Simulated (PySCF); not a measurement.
Computed structure and properties of [DyF2]+

System: [DyF2]+ (singlet in the valence; each metal's 4f electrons, 9 of them, lie in its core potential, out of spins and levels); start: template (C2v). Method: PySCF 2.14.0, RKS PBE0, Dy lcecp-1-SVP with ECP55, F def2-SVP; non-relativistic Hamiltonian with scalar-relativistic core potentials where named; density fitting; no spin-orbit coupling.

Input of the relaxation:

```python
mol = gto.M(atom='''
Dy     0.00000     0.00000    -0.16047
F      1.90550    -0.00000     0.69233
F     -1.90550     0.00000     0.69233''',
    basis={'Dy': 'lcecp-1-SVP', 'F': 'def2-SVP'},
    ecp={'Dy': 'lcecp-1-SVP'},
    charge=1, spin=0)
mf = dft.RKS(mol, xc='PBE0')
mf.grids.atom_grid = (50, 194)  # f atoms: unpruned, at least (60, 302)
mf = mf.density_fit()  # fitting sets: Dy AutoAux, F def2-universal-JKFIT
mf.conv_tol = 1e-08; mf.max_cycle = 55
mf.kernel(dm0)  # dm0: converged density of the start geometry
# quasi-Newton relaxation in Cartesian coordinates to a largest gradient under 0.00045 Eh/bohr, steps kept in the point group
```

Run from Python with OMP_NUM_THREADS=2; the lines above give its settings. Where DIIS fails, smearing, a level shift and second-order steps follow.
It took 7.9 s on 2 threads of Arm Neoverse V2, on a shared host, from the converged density of the start.

Course of the relaxation:

| step | energy above end (eV) | largest force component within the symmetry (eV/Å) |
| --- | --- | --- |
| 0 | 0.5973 | 2.809 |
| 1 | 0.1464 | 0.952 |
| 2 | 0.0663 | 0.740 |
| 3 | 0.0234 | 0.349 |
| 4 | 0.0030 | 0.360 |
| 5 | 0.0003 | 0.044 |
| 6 | 0.0000 | 0.003 |

Relaxed geometry (C2v):

```xyz
3

Dy    0.0000    0.0000   -0.3284
F     1.5817    0.0000    0.7763
F    -1.5817    0.0000    0.7763
```

```
   contact      Å
Dy1–F2 (F)  1.929
Dy1–F3 (F)  1.929
```

On the finer grid (75, 302):

The HOMO is -16.22 eV. The LUMO is -8.20 eV and the dipole about the centre of mass is 6.27 D. The set of Mulliken populations of Dy1 outside the core potential is s 2.09, p 6.14, d 1.04, f 0.08 and the D3(BJ) dispersion energy (not in the energies) is -0.024 eV.

```csv
atom,Mulliken (e),Löwdin (e),spin (e)
Dy1,1.65,1.39,0.00
F2,-0.33,-0.20,0.00
F3,-0.33,-0.20,0.00
```

The 4f levels lie in the core potential and are missing. Their spin isn't counted.

On the grid (50, 194), as all that follows. Harmonic modes: a minimum; lowest 134 cm⁻¹ (negative: unstable), highest 677 cm⁻¹, zero-point energy 0.091 eV.

Taking off one F (charge -1, singlet; the rest: singlet) in vacuum, both parts rigid, costs 17.77 eV; the small basis without counterpoise inflates it. Most of it is the attraction of opposite charges; other ways to part are cheaper, and one spin state was tried for the rest.

Rigid scan of F along the line from its metal:

```csv
distance to F2 (Å),energy (eV)
1.63,1.999
1.73,0.754
1.83,0.161
1.93,0.000
2.03,0.119
2.13,0.414
2.33,1.275
2.63,2.741
3.03,4.483
3.53,6.047
```

One start shape was tried, so this needn't be the lowest isomer.

An lcecp potential fixes the number of 4f electrons, so in runs with it no electron can move into or out of that shell.
